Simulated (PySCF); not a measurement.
**Spinor energies of I⁺ (iodine, charge +1)**

Start: [Kr] 4d10 5s2 5p4; 5p1/2 filled at m_j = -1/2, +1/2; 5p3/2 filled at m_j = +1/2, +3/2. Calculated with PySCF 2.14 in x2c-SVPall-2c with one added diffuse shell each of s, p type (7s9p4d, 54 functions): generalised Hartree-Fock with the X2C-1e Hamiltonian and a Gaussian nucleus; one run each with spin-orbit coupling (SO) switched off, then screened by Boettger's factors.

```csv
spinor shell,electrons,"ε, spin-free (eV)","ε, screened SO (eV)",weight of nominal j (screened SO),"rms radius, screened SO (bohr)"
1s1/2,2,-33339.5,-33335.7,1.000,0.0312
2s1/2,2,-5258.7,-5257.5,1.000,0.127
2p1/2,2,-4715.4,-4923.3,1.000,0.109
2p3/2,4,-4715.4,-4621.3,1.000,0.115
3s1/2,2,-1112.4,-1111.9,1.000,0.334
3p1/2,2,-931.86,-971.97,1.000,0.327
3p3/2,4,-931.86,-913.36,1.000,0.338
3d3/2,4,-661.64,-668.49,1.000,0.311
3d5/2,6,-661.64,-656.53,1.000,0.314
4s1/2,2,-221.13,-220.90,1.000,0.788
4p1/2,2,-161.91,-169.67,1.000,0.828
4p3/2,4,-161.91,-158.12,1.000,0.853
4d3/2,4,-72.584,-73.491,0.992,0.995
5s1/2,2,-32.319,-32.242,0.999,2.08
5p3/2,2,-19.909,-20.252,0.752,2.50
5p1/2,2,-19.909,-19.699,0.701,2.48
```

(1) Where does 4d5/2 lie, and what is the 4d spin-orbit splitting (screened SO)?

```csv
quantity,spin-free,screened SO
E (hartree),-7110.56723,-7112.67642
M_J,2,2
⟨J²⟩,6.008,6.016
⟨L²⟩,2.005,2.358
⟨S²⟩,2.003,1.860
```

Each row is a mean over spinors that exchange with the open shell spreads, by up to 4.638 eV (5s1/2).

Rows whose weight is well below 1 are mixtures of j = l ± 1/2: exchange outweighs spin-orbit coupling there, and the label is only the starting occupation.

Breit and QED terms are absent; they matter most for the inner s and p1/2 levels.

Densities and radii are taken from the X2C orbitals without a picture-change correction, which distorts them close to the nucleus.

Without spin-orbit coupling the j labels of p, d and f shells carry no meaning; the spin-free column gives the mean over the occupied spinors of each nl shell.

Answers

(1) At -71.670 eV, 1.821 eV above 4d3/2.
